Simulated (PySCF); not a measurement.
HS₂, SMILES S[S] (connectivity only; charge and spin as stated), charge -1, multiplicity 1. Coordinates come from a PBE-D3(BJ)/def2-TZVPD optimisation. The spin state was assumed, not searched. The isomer is the one that the SMILES or the coordinates give; other isomers of the formula were not compared.

Level of theory: PBE-D3(BJ)/def2-TZVPD in PySCF.

Harmonic wavenumbers (cm⁻¹): 472, 800, 2434. Rotational constants (GHz): 293.7, 7.023, 6.859; symmetry number 1.

Problem. Work out the zero-point energy and the ideal-gas rigid-rotor harmonic-oscillator thermochemistry at 298.15 K and 1 atm.

Solution. ZPE = ½ Σ hcν = ½ × 3706 cm⁻¹ = 5.30 kcal/mol. H − E(el) = 7.87 kcal/mol. Entropy in cal/(mol K): translation 38.44, rotation 20.66, vibration 0.94, total 60.04. G − E(el) = -10.03 kcal/mol. Cp = 9.91 cal/(mol K).
